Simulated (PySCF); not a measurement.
Ge(H)3(SMe) (CH₆GeS), SMILES C[S][GeH3]. Atoms are numbered in the order given.

```xyz
9

Ge     0.1023     0.9918     0.0000
S     -0.7583    -1.0634     0.0000
C      0.7909    -2.0482     0.0000
H     -1.0949     1.9519     0.0000
H      0.9726     1.2085    -1.2537
H      0.9726     1.2085     1.2537
H      1.3895    -1.8504     0.9009
H      0.4836    -3.1029     0.0000
H      1.3895    -1.8504    -0.9009
```

The structure is a stationary point at TPSSh-D3(BJ)/def2-SVP.

Two levels are set side by side: PBE/pcSseg-1 (PySCF) and B3LYP/pcSseg-1 (PySCF). GIAO shifts against GeH4 (⁷³Ge), H2S (³³S), TMS (¹H), TMS (¹³C) at the same level; non-relativistic, no solvent, atoms listed together averaged. Differences are taken from unrounded values.

```
quantity                   B3LYP
-------------------------  -----
δ(⁷³Ge) of Ge1 (ppm)       186.4
δ(³³S) of S2 (ppm)          30.4
δ(¹³C) of C3 (ppm)          20.4
δ(¹H) of H7, H8, H9 (ppm)   2.30
```

Question: What does PBE give, and how far is it from B3LYP? (The exact figures need the calculation; the answer reports its results.)

Answer: 
| quantity | PBE | PBE minus B3LYP |
|---|---|---|
| δ(⁷³Ge) of Ge1 (ppm) | 195.7 | 9.3 |
| δ(³³S) of S2 (ppm) | 45.5 | 15.2 |
| δ(¹³C) of C3 (ppm) | 20.7 | 0.3 |
| δ(¹H) of H7, H8, H9 (ppm) | 2.32 | 0.02 |

Rough cost on one machine, each run with all the roots and properties that it gave: B3LYP against PBE within a factor of 2.
